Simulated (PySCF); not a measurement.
r2SCAN on Pm (promethium, neutral), [Xe] 4f4 6s2 6p1, one real determinant (an excited configuration). All numbers are calculated (PySCF 2.14, scalar relativity by spin-free X2C-1e, in ANO-RCC-VTZP (8s7p5d3f2g1h, 104 functions)).

```
cycle= 1 E= -10019.3997312374  delta_E= -0.0272  |g|= 0.0806  |ddm|= 0.724
cycle= 2 E= -10019.4063369201  delta_E= -0.00661  |g|= 0.0764  |ddm|= 0.468
cycle= 3 E= -10019.4080333194  delta_E= -0.0017  |g|= 0.017  |ddm|= 0.0693
cycle= 4 E= -10019.4088134451  delta_E= -0.00078  |g|= 0.0108  |ddm|= 0.142
cycle= 5 E= -10019.409038453  delta_E= -0.000225  |g|= 0.00374  |ddm|= 0.0623
cycle= 6 E= -10019.4090970954  delta_E= -5.86e-05  |g|= 0.0033  |ddm|= 0.043
cycle= 7 E= -10019.4091161112  delta_E= -1.9e-05  |g|= 0.000362  |ddm|= 0.0263
cycle= 8 E= -10019.4091164904  delta_E= -3.79e-07  |g|= 0.000191  |ddm|= 0.00273
cycle= 9 E= -10019.4091167193  delta_E= -2.29e-07  |g|= 0.00016  |ddm|= 0.0026
cycle= 10 E= -10019.4091164688  delta_E= 2.5e-07  |g|= 6.38e-05  |ddm|= 0.00378
cycle= 11 E= -10019.4091164354  delta_E= 3.34e-08  |g|= 8.23e-06  |ddm|= 0.00196
cycle= 12 E= -10019.4091164355  delta_E= -9.82e-11  |g|= 1.99e-06  |ddm|= 0.000191
converged SCF energy = -10019.4091164355  <S^2> = 9.6093992  2S+1 = 6.279936
```

Highest occupied orbital energy: -2.392 eV; ⟨L²⟩ = 39.75; populations by l: s 11.38, p 25.00, d 20.62, f 4.00.

(1) Can this result be used?

Answers

(1) Not for this state. The run converged. ⟨L²⟩ = 39.75 against 56 for a pure K term, so this real determinant mixes terms. Spin-orbit coupling, absent here, splits the open shell strongly. ⟨S²⟩ = 9.61 against 8.75 shows spin contamination. The s, p, d and f populations moved away from the nominal configuration during the SCF.
